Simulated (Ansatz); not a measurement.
Born–Oppenheimer molecular dynamics of CH₈GaN (11 atoms, charge 0, multiplicity 1). It starts at the highest image of a converged band, a first-order saddle point between two minima.

These are results of RKS PBE0-D4/def2-mTZVP in Ansatz, not measurements.

```yaml
ensemble: NVE (velocity Verlet)
time_step: 0.5 fs
steps_asked: 150
starting_velocities_drawn_for: 300 K
seed: 5997
```

First frame:

```xyz
11
Properties=species:S:1:pos:R:3
Ga 0.009 0.449 -0.188
H 0.018 -0.069 1.663
C 1.754 -0.063 -0.931
H 1.784 -1.121 -1.199
H 1.959 0.513 -1.838
H 2.560 0.131 -0.222
H -1.435 0.089 -0.680
N 0.048 2.122 0.868
H 0.895 2.676 0.895
H -0.762 2.728 0.895
H 0.028 0.921 1.645
```

**Question.** How far do the bonds stretch over the last three quarters of this one trajectory? (Pairs bonded in most of those frames.)

**Answer.** 
```
  bond  mean (Å)  spread (Å)  shortest  longest
Ga1–C3     1.965       0.003      1.96     1.97
Ga1–H7     1.582       0.040      1.52     1.64
Ga1–N8     1.874       0.089      1.74     2.00
H2–H11     0.778       0.076      0.68     0.97
 C3–H4     1.093       0.013      1.07     1.12
 C3–H5     1.096       0.021      1.06     1.13
 C3–H6     1.099       0.037      1.04     1.15
 N8–H9     1.013       0.005      1.00     1.02
N8–H10     1.013       0.004      1.01     1.02
```

Mean temperature of the second half: 853 K. The conserved energy stayed within 0.34 meV per atom of its start (net change 0.13 meV per atom), so the integration is sound. The kinetic energy rose, since the run started high on the potential surface and went downhill. It ends in pieces (CH6GaN + H2), so much of that is their flight and rotation, not heat. A run of 0.075 ps of so small a system gives no equilibrium averages. The orbitals stay closed-shell, which can raise the energy where a bond breaks towards radicals; this wasn't checked here.

Time of the run: 7.8 min on 2 threads of Intel(R) Xeon(R) Platinum 8259CL CPU @ 2.50GHz (Skylake/Cascade Lake), with other jobs on the host, peak memory 0.23 GiB.
